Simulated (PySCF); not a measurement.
H4Zr, SMILES [ZrH4-], charge -1, multiplicity 2. Atoms are numbered in the order given.

```xyz
5

Zr     0.0000     0.0000     0.0000
H      1.2052     1.2052     0.9171
H     -1.2052    -1.2052     0.9171
H      1.2052    -1.2052    -0.9171
H     -1.2052     1.2052    -0.9171
```
Charge -1, spin multiplicity 2.

The structure is a stationary point at r2SCAN-D4/def2-TZVPD. The geometry has at least one imaginary mode, so it is a saddle point at that level. The spin state was assumed, not searched. The def2 effective core potentials stand for the cores of Zr; spin–orbit coupling is left out.

Level of theory: r2SCAN/def2-TZVPD (PySCF).

Mulliken values depend strongly on the basis, most of all with diffuse functions as here. ESP charges are fitted to the potential on shells at 1.4 to 2.0 van der Waals radii. Atomic charges (e):

| atom | Mulliken | ESP fit | Mulliken spin |
|---|---|---|---|
| Zr1 | -0.12 | 1.00 | 1.14 |
| H2 | -0.22 | -0.50 | -0.04 |
| H3 | -0.22 | -0.50 | -0.04 |
| H4 | -0.22 | -0.50 | -0.04 |
| H5 | -0.22 | -0.50 | -0.04 |
